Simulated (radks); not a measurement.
Question: The antimony ion Sb2+, 49 electrons, occupied as [Kr] 4d8 5s2 5p1 4f2 (not the ground configuration). Method: scalar-relativistic Kohn-Sham, PBE, spin-polarised, spherical densities, point nucleus; open shells are filled with parallel spins first (spin-orbit coupling, left out, can overturn this in heavy ions); computed with a radial shooting solver on a logarithmic mesh with Libxc functionals. Some entries of the table are withheld. Estimate them.

orbital  occ.  eigenvalue (hartree)  <1/r> (bohr^-1)
1s up       1             -1115.219            54.32
1s down     1             -1115.217            54.32
2s up       1             -170.9990            12.41
2s down     1             -170.9758            12.42
2p up       3             -153.6652            11.92
2p down     3             -153.6468            11.92
3s up       1             -34.69034            4.425
3s down     1             -34.67657            4.425
3p up       3             -29.04218            4.211
3p down     3             -29.02658            4.212
3d up       5             -20.43460            3.980
3d down     5             -20.41217            3.980
4s up       1              -6.85079            1.776
4s down     1              -6.76262            1.778
4p up       3              -5.09922            1.626
4p down     3              -5.00957            1.627
4d up       5              -2.52753            1.352
4d down     3              -2.43657            1.353
5s up       1              -1.39071           0.6756
5s down     1              -1.30223           0.6746
5p up       1              -0.98826           0.5756
5p down     0              -0.90235           0.5711
5d up       0              -0.49079           0.4006
6s up       0              -0.45740           0.3011
5d down     0              -0.41794           0.3900
6p up       0                   (1)           0.2543
4f up       2                   (2)           0.4686
5f up       0              -0.15890           0.2178

Answer: 
(1) 6p up eigenvalue (hartree): -0.34925
(2) 4f up eigenvalue (hartree): -0.29904
